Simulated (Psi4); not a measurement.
Psi4 input (wB97X-D/6-311+G**):

```
memory 1500 MB

molecule {
-1 1
O    -1.92322600   -1.18393300   -0.01810100
B    -0.86423500   -0.29074300   -0.20027400
O    -1.08109800    0.71905700   -1.11277600
O     0.27677900   -0.45632000    0.50167800
Si    1.66631900    0.63865800    0.32396600
H    -1.63709700   -1.82770300    0.63752400
H    -0.26018600    1.25589000   -1.13012000
H     1.94540800    0.88004400    1.81614500
H     2.76494500   -0.42616600    0.17588800
symmetry c1
no_reorient
no_com
}

set {
  basis 6-311+G**
  reference rks
  scf_type df
  df_basis_scf def2-universal-jkfit
  dft_radial_points 99
  dft_spherical_points 590
  e_convergence 1e-8
  d_convergence 1e-7
  maxiter 150
}

e = energy('wb97x-d')
print_out(f'\nFINAL {e:.10f} DIPOLE {variable("CURRENT DIPOLE")[0]:.6f} {variable("CURRENT DIPOLE")[1]:.6f} {variable("CURRENT DIPOLE")[2]:.6f}\n')
```

From the output:

```
    One-Electron Energy =               -1177.2656661050882576
    Two-Electron Energy =                 460.7300117993918320
    DFT Exchange-Correlation Energy =     -37.1938506244242859
    Empirical Dispersion Energy =          -0.0021327334446653
    VV10 Nonlocal Energy =                  0.0000000000000000
    Total Energy =                       -542.6296546734185995

Computation Completed

Properties will be evaluated at   0.000000,   0.000000,   0.000000 [a0]

Properties computed using the SCF density matrix

 Multipole Moments:

 ------------------------------------------------------------------------------------
     Multipole            Electronic (a.u.)      Nuclear  (a.u.)        Total (a.u.)
 ------------------------------------------------------------------------------------

 L = 1.  Multiply by 2.5417464519 to convert [e a0] to [Debye]
 Dipole X            :         -1.0930128            0.0000019           -1.0930109
 Dipole Y            :         -0.8737654           -0.0000113           -0.8737767
 Dipole Z            :          0.1497193           -0.0000019            0.1497174
 Magnitude           :                                                    1.4073286

 ------------------------------------------------------------------------------------

FINAL -542.6296546734 DIPOLE -1.093011 -0.873777 0.149717

*** Psi4 exiting successfully. Buy a developer a beer!
```

The dipole moment of an ion depends on the origin.

The geometry given is a B3LYP-D3(BJ)/def2-TZVP minimum.
